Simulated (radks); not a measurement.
Values are calculated unless marked as measured or tabulated.
All-electron atom: Br III in [Ar] 3d10 4s2 4p2 7p1 (not the ground configuration). Code: a radial shooting solver on a logarithmic mesh with Libxc functionals. Model: Dirac Kohn-Sham, BLYP, spin-unpolarised, spherical densities, finite nucleus; open shells are shared between the two j in proportion to 2j + 1; Fermi nuclear charge, rms radius 4.1629 fm.

Radial electron density D(r) = 4 pi r^2 rho(r):

r (bohr)  D(r) (e/bohr)
0.003766          4.733
0.005186          7.955
0.007142          12.88
0.009835          19.82
0.01354           28.43
0.0188            37.32
0.02589           42.94
0.03566           42.70
0.04911           37.90
0.06762           36.03
0.09313           43.26
0.1293            51.44
0.178             44.54
0.2452            30.25
0.3376            30.15
0.465             34.88
0.6455            24.23
0.8889            10.16
1.224             4.708
1.686             2.967
2.322             1.135
3.223            0.2005
4.438          0.007759
6.112           0.06267
8.417          0.003921
11.59            0.1257
16.09           0.06045
22.16          0.001390

D(r) has 5 maxima, at r = 0.0299, 0.135, 0.450, 6.36, 12.6 bohr, and minima at 0.0624, 0.285, 4.66 bohr, inside which lie 2.08, 11.03, 32.06 electrons.
